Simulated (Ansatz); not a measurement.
CH$_{5}$BFN (`CNBF`). The species carries charge 0 and has multiplicity 1. The structure was optimised at the PBE0-D4/def2-TZVP level. It is one conformer, not always the lowest.

```xyz
9

C    -0.322    0.418   -1.027
N     0.116    0.370    0.347
B     0.338   -0.779    1.094
F     0.746   -0.663    2.365
H     0.411    0.917   -1.668
H    -0.453   -0.600   -1.395
H    -1.278    0.940   -1.129
H     0.267    1.268    0.782
H     0.175   -1.871    0.631
```

Q: What is the dipole moment at PBE/def2-TZVPP? (An estimate is asked.)

A: The calculation gave: 2.48 D, with components (-0.57, 1.53, -1.87) D in this frame, pointing from negative to positive charge.

Q: And with r2SCAN, B3LYP, ωB97M-V? (Best estimate.)

A: Ansatz gave: r2SCAN 2.48 D, B3LYP 2.50 D, ωB97M-V 2.46 D.

Q: Give the Mulliken charges with PBE, B3LYP, ωB97M-V in def2-TZVPP. (Estimate.)

A: Computed: 
| atom | PBE | B3LYP | ωB97M-V |
| --- | --- | --- | --- |
| C1 | -0.17 | -0.15 | -0.21 |
| N2 | -0.15 | -0.19 | -0.17 |
| B3 | 0.16 | 0.21 | 0.19 |
| F4 | -0.23 | -0.27 | -0.27 |
| H5 | 0.10 | 0.10 | 0.12 |
| H6 | 0.09 | 0.09 | 0.10 |
| H7 | 0.10 | 0.10 | 0.12 |
| H8 | 0.15 | 0.14 | 0.11 |
| H9 | -0.05 | -0.03 | 0.01 |

B3LYP here is the variant with VWN-RPA as its local correlation; programs differ in this.
